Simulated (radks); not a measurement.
Results of a calculation; reference values are marked as such.
Question: Ionisation of He, [He], to He+, 1s1, under several functionals. Scalar-relativistic Kohn-Sham, spin-polarised, spherical densities, finite nucleus; open shells are filled with parallel spins first; a radial shooting solver on a logarithmic mesh with Libxc functionals. Known Delta-SCF values: LDA (Slater exchange, VWN5 correlation) 24.304 eV; LDA (Slater exchange, Perdew-Zunger correlation) 24.284 eV; MS2 meta-GGA 24.648 eV. What does OLYP give, and what is its highest occupied eigenvalue?

Answer: 24.788 eV by Delta-SCF; the 1s eigenvalue is -15.815 eV. NIST: 24.587 eV (measured).
